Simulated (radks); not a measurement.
Results of a calculation; reference values are marked as such.
Problem. These are the eigenvalues of the occupied orbitals of an atom or ion with whole-number occupations (hartree). Level of theory: Dirac Kohn-Sham, relativistic LDA (MacDonald-Vosko exchange, VWN5 correlation), spin-unpolarised, spherical densities, finite nucleus; Fermi nuclear charge, rms radius of each element as measured or else 0.836 A^(1/3) + 0.57 fm (a radial shooting solver on a logarithmic mesh with Libxc functionals).

orbital  eigenvalue
1s1/2     -2109.805
2s1/2     -369.9717
2p1/2     -353.6350
2p3/2     -320.3502
3s1/2     -97.28518
3p1/2     -90.05024
3p3/2     -83.04049
3d3/2     -70.55290
3d5/2     -69.01489
4s1/2     -32.96552
4p1/2     -30.01657
4p3/2     -28.26995
4d3/2     -23.34354
4d5/2     -22.99927
4f5/2     -16.90858

Which element is it, and in what charge state? The configuration may be excited. Open shells, if any, fill j = l - 1/2 first.

Solution. Z = 68, erbium, charge +19: Er19+ in [Kr] 4d10 4f3. The list shows which subshells hold electrons but not how many an open one holds; the 1s level, -2109.8 hartree, gives Z - s = 65.0 by -(Z - s)^2/2, which with screening and relativity narrows Z to a few neighbours, and the depths of the outer levels then fix element, charge and occupations together.
